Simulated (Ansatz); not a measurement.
The cluster Ag₂F₂⁻. Total charge -1; doublet. Geometry PBE-D4/def2-TZVP, that of the neutral singlet; atoms count from 1.

Cartesian coordinates in Å:
```
Ag 0.417 -0.481 -1.328
Ag -0.417 0.481 1.327
F 1.180 -0.938 0.709
F -1.180 0.938 -0.709
```

In the def2 sets Ag takes a core potential; there is no spin–orbit coupling. The highest occupied level of the charge -1 doublet lies above zero (up to 0.33 eV). By energy differences its removal costs 1.21 eV (vertical, to the charge 0 singlet, at PBE0-D4/def2-TZVPD); a positive level beside a positive removal energy at the same level points to self-interaction error. The structure comes from a short search, and lower isomers may exist.

Question: Estimate the Mulliken populations from the PBE0/def2-TZVPD orbitals of Ansatz.

Answer: 
| atom | charge (e) | spin (α − β) | d electrons |
| --- | --- | --- | --- |
| Ag1 | 0.20 | 0.59 | 9.94 |
| Ag2 | 0.21 | 0.59 | 9.94 |
| F3 | -0.71 | -0.09 | – |
| F4 | -0.71 | -0.09 | – |
Mulliken values and Mayer orders depend strongly on the basis. With diffuse functions, as here, like atoms can get unlike values, and bond orders can come out too low or too high.

Question: Where does the spin sit?

Answer: Summed by element: Ag 1.18, F -0.18, of 1 unpaired in all. Largest on single atoms: Ag1 0.59, Ag2 0.59, F3 -0.09.

Question: And the Mayer bond orders between bonded heavy atoms (over 0.3)?

Answer: Ag1–Ag2 0.64 (2.94 Å).
